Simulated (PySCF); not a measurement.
The multiplicity is imposed and other spin states were not computed.

Z-matrix (Å, degrees):
```
Ir
Cl 1 2.2053
Cl 1 2.2057 2 115.06
Cl 1 2.2064 2 114.66 3 -136.75
```
Charge 0, multiplicity 1.

Task: Give the HOMO–LUMO gap, LUMO, HOMO, total energy, charge on the central atom (Mulliken) and dipole moment at the level PySCF 2.14.0 with PBE-D3(BJ)/def2-TZVP // BP86-D3(BJ)/def2-SVP.

Result: 
| Quantity | Value |
|---|---|
| HOMO–LUMO gap | 0.73 eV |
| LUMO | -5.43 eV |
| HOMO | -6.16 eV |
| total energy | -40396.68 eV |
| charge on the central atom (Mulliken) | 0.54 e |
| dipole moment | 0.071 e·Å |
